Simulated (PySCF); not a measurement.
## Working with the constants of BAs

ROHF-CCSD(T) constants of BAs, ³Π (triplet), unpaired electrons σ ↑, π ↑ (basis B x2c-SVPall, As x2c-SVPall; spin-free X2C with a Gaussian nucleus; PySCF 2.14; masses 11.0093 and 74.9216 u):

| Quantity | Value |
| --- | --- |
| ωe | 799.1 cm⁻¹ |
| ωexe | 4.9 cm⁻¹ |
| Be | 0.50544 cm⁻¹ |
| αe | 0.00398 cm⁻¹ |
| D (centrifugal) | 8.09e-07 cm⁻¹ |
| De to B + As | 2.47 eV |

**Question.** Give the vibrational terms G(v) and spacings up to v = 6.

**Answer.** G(v) = ωe(v+½) − ωexe(v+½)².

| v | G(v) (cm⁻¹) | G(v) − G(v−1) | Bv (cm⁻¹) |
| --- | --- | --- | --- |
| 0 | 398.3 |  | 0.5034 |
| 1 | 1187.6 | 789.3 | 0.4995 |
| 2 | 1967.1 | 779.5 | 0.4955 |
| 3 | 2736.8 | 769.7 | 0.4915 |
| 4 | 3496.7 | 759.9 | 0.4875 |
| 5 | 4246.8 | 750.1 | 0.4835 |
| 6 | 4987.1 | 740.3 | 0.4796 |

**Question.** How well does the Morse estimate ωe²/(4ωexe) reproduce De, and what is D0?

**Answer.** It gives 4.04 eV, 164 % of the computed De. D0 = De − G(0) = 2.47 − 0.05 = 2.42 eV.

Correlated steps freeze 10 core orbitals. Correlated levels converge slowly with the basis: in double zeta they bind strong bonds too weakly, by up to about 1 eV, and carry superposition errors of some tenths. Spin–orbit coupling is left out. The state is the lowest determinant that a PBE0 search found; another state may lie lower at other levels.
